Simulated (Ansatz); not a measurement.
Gas-phase electronic energies from Ansatz, PBE0-D4/def2-TZVP geometries. CCSD(T)/CBS adds triple-zeta CCSD(T) − MP2 to the extrapolated MP2 energy (def2 sets, frozen cores). This one scheme is used for every species. Functionals use def2-TZVPP. For Ge outer-core shells are correlated without core-valence functions, which leaves a few kJ/mol of doubt a bond. Scalar relativity is left out up to krypton.

Reaction (formal exchange of groups at a C–C bond): `C#CC#N` + `N#[C][GeH2][C]#N` → `N#[C][GeH]([C]#N)[C]#N` + `C#C`

`C#CC#N`:

Cartesian coordinates in Å:
```
C -0.564 1.076 0.422
C -0.037 0.071 0.028
C 0.563 -1.075 -0.421
N 1.068 -2.041 -0.799
H -1.030 1.968 0.771
```

`N#[C][GeH2][C]#N`:

Cartesian coordinates in Å:
```
N -2.163 -1.206 1.186
C -1.188 -0.874 0.674
Ge 0.451 -0.375 -0.180
C 0.397 1.530 -0.358
N 0.395 2.675 -0.479
H 1.615 -0.753 0.726
H 0.492 -0.998 -1.569
```

`N#[C][GeH]([C]#N)[C]#N`:

```xyz
8

N    -1.010   -1.515    2.284
C    -0.729   -0.982    1.304
Ge   -0.305   -0.123   -0.342
C     1.480   -0.605   -0.801
N     2.547   -0.908   -1.106
C    -0.332    1.756   -0.034
N    -0.370    2.894    0.130
H    -1.281   -0.517   -1.436
```

`C#C`:

Cartesian coordinates in Å:
```
C -0.567 -0.159 -0.106
C 0.567 0.159 0.106
H -1.576 -0.442 -0.294
H 1.576 0.442 0.294
```

```
             level  ΔE (kJ/mol)  difference from CCSD(T)/CBS
       LDA (SPW92)         36.2                         41.0
         r2SCAN-D4         18.8                         23.6
            B97M-V         21.7                         26.5
           PBE0-D4         14.8                         19.6
        r2SCANh-D4         15.8                         20.6
          BHLYP-D4          2.9                          7.7
           ωB97X-V         -2.2                          2.6
           ωB97M-V         -4.0                          0.8
              PBE0         16.8                         21.6
             BHLYP          6.4                         11.2
RPA@PBE/def2-TZVPP        -13.6                         -8.8
       HF/def2-SVP         -0.4                          4.4
      MP2/def2-SVP          8.6                         13.4
     HF/def2-QZVPP         -9.4                         -4.6
    MP2/def2-QZVPP         -1.6                          3.2
SCS-MP2/def2-QZVPP         -5.5                         -0.7
       CCSD(T)/CBS         -4.8                            0
```

Largest T1 diagnostic among the species: 0.015.

Leaving LDA and LC-ωPBE aside and taking each functional with its dispersion term where it has one, the values, not all of them listed here, spread over 27.5 kJ/mol, from ωB97M-V to PBE-D4. LDA lies +10.6 kJ/mol from PBE without D4. From PBE to PBE0 (25 % exact exchange), in def2-TZVPP and without D4, ΔE moves by −8.8 kJ/mol.
